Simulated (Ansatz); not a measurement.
Molecule: Si$_{2}$H$_{4}$F (charge 0, doublet). SMILES: F[SiH][SiH3]
Geometry: optimised at B3LYP-D3(BJ)/def2-TZVP (Ansatz, an electronic-structure program).

Wanted: atomisation energy, in kcal/mol. Terms: no dispersion term unless named; open shells spin-unrestricted; spin-orbit terms left out; non-relativistic; atomisation electronic, to ground-state atoms; valence correlation only. CBS(X,Y): correlation extrapolated as X^-3; Hartree-Fock from the larger set. Ab initio and DFT rows: single points at B3LYP-D3(BJ) geometries (Ansatz).

```tsv
species	coefficient	E at HF/STO-3G (Ansatz), Eh	E at wB97X-V/def2-TZVPD (Ansatz), Eh
F[SiH][SiH3]	-1	-671.53759	-681.16798
F atom	+1	-97.98651	-99.73522
H atom	+4	-0.46658	-0.50049
Si atom	+2	-285.46622	-289.31750
```

Coupled cluster (Ansatz) is a level with limits of its own, used here on species with T1 under 0.025 (0.045 for open shells) and stable references: CCSD(T)/CBS(aug-cc-pV(T+d)Z,aug-cc-pV(Q+d)Z). Value to compare with, CCSD(T)/CBS(aug-cc-pV(T+d)Z,aug-cc-pV(Q+d)Z) (Ansatz): 497.3 kcal/mol. 1 Eh = 627.5095 kcal/mol.

**Question.** Compute it at each level from the table, and compare with CCSD(T)/CBS(aug-cc-pV(T+d)Z,aug-cc-pV(Q+d)Z) (Ansatz).

**Answer.** 
- HF/STO-3G: the sum of coefficient times E is 0.75232 Eh, or 472.09 kcal/mol. Result: 472.1 kcal/mol. Its difference against CCSD(T)/CBS(aug-cc-pV(T+d)Z,aug-cc-pV(Q+d)Z) (Ansatz) is -25.2 kcal/mol.
- wB97X-V/def2-TZVPD: the sum of coefficient times E is 0.79580 Eh, or 499.37 kcal/mol. Result: 499.4 kcal/mol. Its difference against CCSD(T)/CBS(aug-cc-pV(T+d)Z,aug-cc-pV(Q+d)Z) (Ansatz) is 2.1 kcal/mol.
